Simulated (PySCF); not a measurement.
## Excited states of Al³⁺ (aluminium, charge +3)

Ground state [Ne], ¹S. All numbers are calculated (PySCF 2.14, the spin-free X2C one-electron Hamiltonian (Gaussian nucleus), in aug-cc-pVTZ-DK with one added diffuse shell each of s, p, d, f type (7s6p4d3f, 66 functions)). Vertical excitation energies in eV without spin-orbit coupling; excited terms of each kind are numbered among those the solver found. Frozen: 1s2.

| term | leading excitation | EOM-EE-CCSD |
| --- | --- | --- |
| 1 3P° | 2p → s | 76.006 |
| 1 1P° | 2p → s | 76.852 |
| 1 3S | 2p → p | 82.825 |
| 1 3D | 2p → p | 84.168 |
| 1 1D | 2p → p | 84.666 |
| 1 3P | 2p → p | 84.826 |
| 1 1P | 2p → p | 84.830 |
| 1 1S | 2p → p | 87.965 |
| 2 3P° | 2p → d | 94.941 |
| 1 3F° | 2p → d | 95.159 |
| 1 1F° | 2p → d | 95.194 |
| 2 1P° | 2p → d | 95.310 |
| 2 3S | 2p → p | 101.53 |
| 2 1D | 2p → p | 102.05 |

The solver can miss terms.
